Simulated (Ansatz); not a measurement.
`[NH2][Sn]([NH2])([NH2])[NH2]` at its PBE0-D4/def2-TZVP geometry, where that method's forces vanish. The species carries charge 0 and has multiplicity 1. Sn: def2 effective core potential.

```xyz
13

N    -1.6696   -0.3466    1.0805
Sn    0.0001    0.0000    0.0000
N    -0.0992    1.9886   -0.3337
N     1.8806   -0.2342    0.6959
N    -0.1117   -1.4078   -1.4426
H    -1.7777   -1.3068    1.3788
H    -1.7709    0.2516    1.8896
H     0.6517    2.3504   -0.9065
H    -0.9777    2.2990   -0.7270
H     2.1157    0.3762    1.4671
H     2.1093   -1.1832    0.9598
H    -0.9902   -1.4184   -1.9436
H     0.6397   -1.3687   -2.1184
```

Q: What forces (eV/Å) does PBE-D4/def2-TZVPP give on these atoms in Ansatz? (Estimate.)

A: Ansatz gave: 
```
N1  -0.366  0.059 -0.176
Sn2  0.000  0.000  0.000
N3   0.028  0.257  0.319
N4   0.315  0.080 -0.251
N5   0.023 -0.396  0.106
H6  -0.018 -0.321  0.113
H7  -0.016  0.192  0.281
H8   0.245  0.109 -0.209
H9  -0.291  0.092 -0.151
H10  0.063  0.196  0.272
H11  0.061 -0.319  0.105
H12 -0.290  0.017 -0.175
H13  0.246  0.034 -0.234
```
